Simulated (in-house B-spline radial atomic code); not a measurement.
Successive ionisation energies of barium; each step leads to the configuration of the next row (after the last: [Kr] 4d10 5s2 5p3). NIST's values go from ground level to ground level; the uncertainty of those that are theory runs from under 0.1 % in few-electron ions to several per cent in heavy many-electron ones. Computed with a radial B-spline atomic code at the basis-set limit: non-relativistic Hartree-Fock, average of the configuration, point nuclei.

This level leaves out relativity, spin-orbit splitting included, which matters for heavy ions.

```json
{"ion": "Ba", "configuration": "[Xe] 6s2", "ionisation energy (eV)": "4.13", "tabulated value (eV)": "5.211665", "computed minus tabulated (eV)": "-1.08", "highest orbital": "6s", "largest mean radius (bohr)": "5.2568"}
{"ion": "Ba+", "configuration": "[Xe] 6s1", "ionisation energy (eV)": "?", "tabulated value (eV)": "?", "computed minus tabulated (eV)": "?", "highest orbital": "?", "largest mean radius (bohr)": "?"}
{"ion": "Ba2+", "configuration": "[Kr] 4d10 5s2 5p6", "ionisation energy (eV)": "?", "tabulated value (eV)": "?", "computed minus tabulated (eV)": "?", "highest orbital": "?", "largest mean radius (bohr)": "?"}
{"ion": "Ba3+", "configuration": "[Kr] 4d10 5s2 5p5", "ionisation energy (eV)": "46.69", "tabulated value (eV)": "47", "computed minus tabulated (eV)": "-0.31", "highest orbital": "5p", "largest mean radius (bohr)": "1.8654"}
{"ion": "Ba4+", "configuration": "[Kr] 4d10 5s2 5p4", "ionisation energy (eV)": "58.59", "tabulated value (eV)": "58", "computed minus tabulated (eV)": "0.59", "highest orbital": "5p", "largest mean radius (bohr)": "1.8124"}
```

(1) Fill in the row of Ba+.

(2) Fill in the row of Ba2+.

(3) Where is the largest jump?

(4) How far is this level of theory from the measured and semi-empirical values?

Answers

(1) ionisation energy (eV): 9.06; tabulated value (eV): 10.00383; computed minus tabulated (eV): -0.94; highest orbital: 6s; largest mean radius (bohr): 4.6929.

(2) ionisation energy (eV): 35.35; tabulated value (eV): 35.8438; computed minus tabulated (eV): -0.49; highest orbital: 5p; largest mean radius (bohr): 1.9262.

(3) From Ba+ to Ba2+, by a factor of 3.90 (9.0612 to 35.354 eV); the highest orbital goes from 6s to 5p.

(4) Over those 4 rows the differences run from -1.08 to -0.308 eV (mean absolute value 0.7 eV). The calculation leaves out relativity, correlation and, in open shells, the multiplet splittings that an average leaves out.
